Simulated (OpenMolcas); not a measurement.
# 3s2 3p4 along the 16-electron sequence

| Quantity | Value |
| --- | --- |
| Program | OpenMolcas |
| Method | SS-CASPT2, IPEA 0.25 Eh, imaginary shift 0.1 Eh |
| Basis | ANO-RCC-VQZP |
| Scalar Hamiltonian | DKH2, point nucleus |
| Spin-orbit coupling | RASSI with atomic mean-field integrals over the reference wave functions, term energies averaged over their components |

Active space for each ion: 6 electrons in 4 orbitals (3s 3p); closed shells correlated by CASPT2: 2s 2p.

Computed levels in cm-1 above 3P2:

```tsv
Level	S	Cl+	Ar2+
3P1	373	650	1045
3P0	543	937	1487
1D2	9200	11700	14140
1S0	21710	27580	33130
weight of 3P in the lowest level (%)	100	100	100
```

Measured, with the error of the calculation in %. Measured levels: S, Cl+ from NIST Handbook of Basic Atomic Spectroscopic Data; Ar2+ from Saloman, J. Phys. Chem. Ref. Data 39, 033101 (2010).

| Level | S | Cl+ | Ar2+ |
| --- | --- | --- | --- |
| 3P1 | 396 (-5.9) | 696 (-6.6) | 1112 (-6.0) |
| 3P0 | 574 (-5.3) | 996 (-6.0) | 1570 (-5.3) |
| 1D2 | 9239 (-0.4) | 11654 (+0.4) | 14010 (+0.9) |
| 1S0 | 22180 (-2.1) | 27878 (-1.1) | 33266 (-0.4) |

The fine-structure level 3P0 changes by a factor of 2.74 from S to Ar2+. Its fourth root runs 4.83, 5.53, 6.21, with steps per unit of Z of 0.71, 0.68; equal steps would mean a (Z - σ)^4 law with constant σ.

1D2 changes by a factor of 1.54 over the same range, with steps per unit of Z of +2500, +2440 cm-1.

CASPT2 breaks the degeneracy within a term, and the mean is taken; among the terms shown or strongly mixed into the levels shown the widest spread is 190 cm-1 (3s2 3p4 1D, Cl+). Over all roots computed the reference weight is 0.86 to 0.95 in Cl+, 0.87 to 0.96 in Ar2+; the roots of lowest weight are the least certain, and an intruder state may touch them. No level of 3s 3p5 was computed, though it lies in the active space (holds for S). Computed and measured levels are paired by configuration, term and J; levels that our copy of the source lacks, or whose pairing is in doubt (as where it misses far off the trend of its configuration), stay unpaired and out of the deviations. Levels of configurations outside the active space are missing.
